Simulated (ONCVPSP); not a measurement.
## Cd (Z = 48), ONCV: configuration errors across variants

```json
{
 "Element": "cadmium (Cd)",
 "Generator": "ONCVPSP 4.0.1",
 "Type": "optimised norm-conserving Vanderbilt (ONCV)",
 "Functional": "LDA (Perdew-Wang 92)",
 "Relativity": "fully relativistic",
 "Frozen core": "[Kr]",
 "Valence charge": "12",
 "Reference configuration": "4d10 5s1.75 5p0.25",
 "Partial waves": "5s: rc 2.00 bohr, ncon 4, nbas 8, qcut 2.7 1/bohr, 2 projectors, debl 1.5 Ha; 5p: rc 2.80 bohr, ncon 4, nbas 8, qcut 2.6 1/bohr, 2 projectors, debl 2.6 Ha; 4d: rc 1.40 bohr, ncon 3, nbas 8, qcut 11.4 1/bohr, 2 projectors, debl 4 Ha",
 "Local potential": "polynomial inside 1.20 bohr (lpopt 5, dvloc0 0 Ha)",
 "Core correction": "Teter function, fcfact 2.75, rcfact 1.05"
}
```

Open shells are filled in proportion to 2j + 1.

All-electron excitation energies from the reference (eV): (1) 4d10 5s2 5p0 -1.164; (2) 4d10 5s1 5p0 8.459; (3) 4d10 5s0 5p1 14.356.

2 further variants failed, have other tests or too few solved ones, and are left out.

A true bound ghost makes a file unfit for plane-wave use even where its test errors are small: the radial tests pick states by their node count and pass the ghost by.

Errors AE − PS in meV (a dash: test not solved or not reliable):

| change | (1) | (2) | (3) | bound ghosts | GHOST(+) flags above zero |
| --- | --- | --- | --- | --- | --- |
| base | 0.0 | -1.6 | +5.5 | s | p3/2, p1/2 |
| all radii but the core radius scaled by about 1.07 (s 2.14, p 3.00, d 1.50 bohr); local potential polynomial inside 1.28 bohr (lpopt 5, dvloc0 0 Ha) | +0.1 | -1.7 | +9.1 | s | p3/2, p1/2 |
| all radii but the core radius scaled by about 1.31 (s 2.62, p 3.68, d 1.84 bohr); local potential polynomial inside 1.58 bohr (lpopt 5, dvloc0 0 Ha) | +0.3 | -2.6 | +22 | none | s, p3/2, p1/2 |

Problem. Give the same row for: all radii but the core radius scaled by about 1.18 (s 2.36, p 3.30, d 1.64 bohr); local potential polynomial inside 1.42 bohr (lpopt 5, dvloc0 0 Ha).

Solution. +0.2, -2.2, +15; bound ghosts: s; GHOST(+) flags above zero: p3/2, p1/2.
